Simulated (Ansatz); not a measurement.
`C#[C][In]([Cl])[Cl]` + H₂S → `[SH][In]([Cl])[Cl]` + `C#C` at 400 K and 1 bar (ligand exchange at the In–C bond).

Computed with Ansatz on PBE0-D4/def2-TZVP structures; ΔE is electronic, products minus reactants. CCSD(T)/CBS adds triple-zeta CCSD(T) − MP2 to the extrapolated MP2 energy (def2 sets, frozen cores). This one scheme is used for every species. def2 core potentials past Kr. For In outer-core shells are correlated without core-valence functions, which leaves a few kJ/mol of doubt a bond. Each species was taken in one conformer, which may not be the lowest.

```csv
species,CCSD(T)/CBS energy (Eh),H − E (kJ/mol),S (J/(mol·K))
`C#[C][In]([Cl])[Cl]`,-1186.11436,85.7,400.3
H₂S,-398.97279,53.4,215.9
`[SH][In]([Cl])[Cl]`,-1507.88474,59.4,392.7
`C#C`,-77.22717,85.5,213.8
```

H − E and S are ideal-gas, rigid-rotor, harmonic terms from PBE0-D4/def2-TZVP, for one conformer and one mirror image of each species. 1 Eh = 2625.50 kJ/mol, R = 8.31446 J/(mol·K).

Q: By hand: ΔE, ΔH, ΔS and ΔG.

A: ΔE = (-1507.88474) + (-77.22717) − (-1186.11436) − (-398.97279) = -0.02476 Eh = -65.0 kJ/mol. Δ(H − E) = 59.4 + 85.5 − 85.7 − 53.4 = 5.8, so ΔH = -59.2 kJ/mol. ΔS = 392.7 + 213.8 − 400.3 − 215.9 = -9.7 J/(mol·K). ΔG = -59.2 − 400 × (-9.7)/1000 = -55.3 kJ/mol.

Q: By hand: the equilibrium constant, and the temperature at which ΔG would vanish if ΔH and ΔS stayed fixed.

A: log₁₀ K = −ΔG/(RT ln 10) = 7.2. ΔG = 0 at ΔH/ΔS = 6103 K, far beyond where these terms or the molecules hold.

The number of gas molecules stays the same, so ΔS is small and ΔH decides. A doubt of 5 kJ/mol in ΔE shifts log₁₀ K by 0.7 here. Other conformers and mirror images would add mixing entropy, several J/(mol·K) or more a flexible species. These are equilibria of isolated gas molecules and say nothing of rates. Largest T1 diagnostic: 0.013 (customary marks: 0.02 for closed shells, 0.045 for open ones).
